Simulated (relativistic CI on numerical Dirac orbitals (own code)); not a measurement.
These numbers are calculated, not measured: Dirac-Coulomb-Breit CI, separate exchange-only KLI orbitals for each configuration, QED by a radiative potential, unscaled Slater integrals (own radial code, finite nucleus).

The strongest absorption lines from the ground level of an ion, among the configurations computed and to levels below about 710 eV (vacuum wavelength in nm, gf): 3.2936 (0.71), 3.3031 (0.25), 3.3332 (1.2), 3.3357 (0.54), 3.6062 (0.048), 4.1407 (0.21), 4.8455 (0.65), 4.9053 (0.33).

(1) Which ion is it?
A. Yb LIV
B. Xe XXXVIII
C. Sm XLVI
D. Sm XLVIII

Answers

(1) C. Sm XLVI has 17 electrons and the ground level 3s2 3p5 2P°_3/2; the strongest line goes to 3s2 3p4 3d 2D_5/2. The pattern of lines fixes the number of electrons, and along that sequence the line energies rise steadily with the charge (about as its square where n changes within one kind of shell, about linearly where n is kept but much faster in heavy ions where fine structure, which grows about as Z⁴, sets the gap, and irregularly where shells cross), which fixes Z. Configurations outside the model, such as inner-shell arrays, can give stronger lines. At this charge energies of transitions that change n are usually good to better than 1 %, and those within a shell (Δn = 0) to a few per cent.

LS names give the leading component of a level, which can be under half, so a name can repeat, a term be missing and a line seem to break the LS rules.
